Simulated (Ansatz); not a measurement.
Geometry optimisation, Ansatz, RKS PBE0-D4/def2-mTZVP.

Input file:

```yaml
crystal:
  periodic: [false, false, false]
  atoms:
    - { symbol: Ge, position_ang: [-0.026977, 0.235952, 0.128178] }
    - { symbol: C, position_ang: [-0.009783, 0.156029, 2.089791] }
    - { symbol: H, position_ang: [-0.771822, -0.525481, 2.4733] }
    - { symbol: H, position_ang: [0.96257, -0.128062, 2.490545] }
    - { symbol: H, position_ang: [-0.238827, 1.146868, 2.484267] }
    - { symbol: H, position_ang: [1.39565, 0.191769, -0.447412] }
    - { symbol: H, position_ang: [-0.677079, 1.570619, -0.301327] }
    - { symbol: H, position_ang: [-0.874028, -0.894536, -0.477952] }
    - { symbol: S, position_ang: [1.191623, -2.867306, 1.040819] }
    - { symbol: H, position_ang: [0.059074, -3.484389, 0.640458] }
    - { symbol: H, position_ang: [0.524899, -2.097863, 1.969732] }
basis:
  gaussian: { orbitals: def2-mTZVP }
hamiltonian:
  xc: pbe0
  dispersion: d4
relax:
  f_tol: 0.03
  max_steps: 50
```

Run as:

```bash
$ ansatz run input.yaml --threads 2 --pin off --max-ram 3072MiB --backend cpu --events-out ev --progress --plain --runs-dir out
```

Q: Where does it end, and by what steps?

A: It converged. The force dipped under the threshold on the way, but the program's further checks kept it going. After 49 steps the energy has fallen by 0.194 eV; H10 moved furthest, 1.83 Å.

| step | energy less start (eV) | largest force component (eV/Å) | accepted |
| --- | --- | --- | --- |
| 0 | 0.0000 | 0.622 | yes |
| 2 | -0.1121 | 0.099 | yes |
| 4 | -0.1258 | 0.152 | yes |
| 6 | -0.1465 | 0.162 | yes |
| 8 | -0.1522 | 0.105 | yes |
| 10 | -0.1609 | 0.351 | yes |
| 12 | -0.1740 | 0.075 | yes |
| 14 | -0.1776 | 0.140 | yes |
| 16 | -0.1794 | 0.143 | yes |
| 18 | -0.1821 | 0.033 | yes |
| 20 | -0.1824 | 0.044 | yes |
| 22 | -0.1843 | 0.129 | yes |
| 24 | -0.1857 | 0.125 | yes |
| 26 | -0.1868 | 0.071 | yes |
| 28 | -0.1879 | 0.060 | yes |
| 30 | -0.1877 | 0.222 | no |
| 32 | -0.1888 | 0.004 | yes |
| 34 | -0.1896 | 0.116 | yes |
| 36 | -0.1908 | 0.038 | yes |
| 38 | -0.1909 | 0.023 | yes |
| 40 | -0.1918 | 0.057 | yes |
| 42 | -0.1921 | 0.163 | no |
| 44 | -0.1925 | 0.008 | yes |
| 46 | -0.1931 | 0.038 | yes |
| 48 | -0.1936 | 0.085 | yes |
| 49 | -0.1938 | 0.029 | yes |

```xyz
11
Properties=species:S:1:pos:R:3
Ge -0.327 0.161 0.231
C -0.026 0.552 2.119
H -0.969 0.767 2.623
H 0.441 -0.306 2.603
H 0.629 1.418 2.233
H 1.001 -0.157 -0.486
H -0.981 1.358 -0.487
H -1.259 -1.058 0.064
S 1.271 -3.244 1.619
H 1.728 -2.755 0.445
H 0.027 -3.432 1.125
```

Whether the end is a true minimum wasn't checked by a vibrational analysis.

The run took 110 s on 2 threads of Arm Neoverse V2 (shared host), peak memory 0.22 GiB.
